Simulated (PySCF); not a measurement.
A search over the determinants of GeF

Unrestricted PBE0; Ge def2-TZVPP, F def2-TZVPP; no relativity (PySCF 2.14). Outer shells of the fragments: Ge 3d10 4s2 4p2; F 2s2 2p5.

Followed along the bond (rough minima from three points):

```tsv
2Ms+1	unpaired	⟨S²⟩ at the start	R at minimum (Å)	Te (eV)
2	π ↑	0.75	1.76	0.00
4	σ ↑, π ↑↑	3.75	1.77	4.03
```

Solutions found at the starting distance of 1.775 Å, counted from the lowest of them; the search is not exhaustive and high or unbound solutions are not listed, so other states can lie among these:

| 2Ms+1 | unpaired | term | E (eV) | ⟨S²⟩ | ⟨Lz²⟩ | μ (D) |
| --- | --- | --- | --- | --- | --- | --- |
| 2 | π ↑ | ²Π | 0.00 | 0.75 | 1.01 | -1.93 |
| 2 | σ ↑ | ²Σ⁺ | 3.00 | 0.75 | 0.00 | -1.47 |
| 4 | σ ↑, π ↑↑ | ⁴Σ⁻ | 4.02 | 3.75 | 0.00 | -1.63 |
| 2 | σ ↑, π ↑↓ | mixed | 5.09 | 1.76 | 2.02 | -1.19 |
| 2 | σ ↓, π ↑↑ | mixed | 5.40 | 1.77 | 0.00 | -0.77 |
| 4 | σ ↑↑, π ↑ | ⁴Π | 6.92 | 3.75 | 1.00 | -0.88 |
| 4 | π ↑↑↑ | ⁴Π | 7.00 | 3.76 | 1.00 | 2.54 |
| 4 | σ ↑, π ↑↑ | mixed | 9.23 | 3.76 | 2.01 | 2.81 |
| 4 | σ ↑, π ↑↑ | mixed | 9.40 | 3.76 | 2.01 | 2.86 |

A term symbol is given only where ⟨S²⟩ and ⟨Lz²⟩ are close to those of a pure state; real π, δ and φ orbitals otherwise mix terms. A positive dipole means Ge(−)F(+).

Spin–orbit coupling is left out. Counting both spins, an empty level lies below a filled one in some of these solutions, because spin and occupation are held.
